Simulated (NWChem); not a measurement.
A series in which one site is exchanged, each optimised at PBE0/def2-SVP with NWChem, gas phase unless a solvent is named. All stand in one matching conformer (torsions within 35°), which need not be the lowest. For some, no frequency run checked for a minimum. def2 effective core potentials on Cd, I; no spin-orbit coupling.

A: [NH2][Cd][F] (CdNH2F; site = F)
B: [NH2][CdH] (CdNH$_{3}$; site = H)
C: [NH2][Cd][I] (CdNH2I; site = I)
D: [NH2][Cd][Cl] (CdNH₂Cl; site = Cl)

| quantity | A | B | C | D |
|---|---|---|---|---|
| dipole (D), PBE0/def2-SVP | [?] | 1.09 | 2.45 | 2.68 |
| vertical ionisation energy, ΔSCF, PBE/def2-SVP (eV) | [?] | 8.82 | 8.64 | 9.14 |
| vertical ionisation energy, ΔSCF, CAM-B3LYP/def2-SVP (eV) | [?] | 8.80 | 9.16 | 9.44 |

Problem. Some entries are withheld; supply them.

Solution. 
- dipole (D), PBE0/def2-SVP, A: 2.62
- vertical ionisation energy, ΔSCF, PBE/def2-SVP (eV), A: 9.45
- vertical ionisation energy, ΔSCF, CAM-B3LYP/def2-SVP (eV), A: 9.62
